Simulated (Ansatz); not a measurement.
Program: Ansatz. Geometries: PBE0-D4/def2-TZVP. ΔE: electronic, gas phase. CBS: MP2 limit from def2 TZ/QZ plus the TZ coupled-cluster correction, frozen cores. Functionals use def2-TZVPP. B3LYP here is the variant with VWN-RPA as its local correlation; programs differ in this. Each species was taken in one conformer, which may not be the lowest.

Consider the formal exchange of groups at the Si–C bond: `O[SiH2]C(O)O` + `O=C1C[SiH]1O` → `O=C1C[SiH]1[SiH2]O` + `OC(O)O`.

Question: Is it downhill or uphill in electronic energy at CCSD(T)/CBS, and by how much? (Estimate.)

Answer: Ansatz gave: Uphill: ΔE = +0.94 eV.

Question: What do these levels give: r2SCAN-D4, PBE0-D4, B3LYP-D4, ωB97X-V, ωB97M-V, B3LYP, MP2/def2-TZVPP, CCSD/def2-TZVPP, CCSD(T)/def2-TZVPP, SCS-MP2/def2-QZVPP, MP2/CBS(def2), CCSD/CBS(def2)? (Estimate.)

Answer: Ansatz gave: r2SCAN-D4 0.87, PBE0-D4 0.76, B3LYP-D4 0.93, ωB97X-V 0.88, ωB97M-V 0.97, B3LYP 0.92, MP2/def2-TZVPP 1.02, CCSD/def2-TZVPP 0.90, CCSD(T)/def2-TZVPP 0.89, SCS-MP2/def2-QZVPP 1.05, MP2/CBS(def2) 1.07, CCSD/CBS(def2) 0.96 eV.

Largest T1 diagnostic among the species: 0.017.
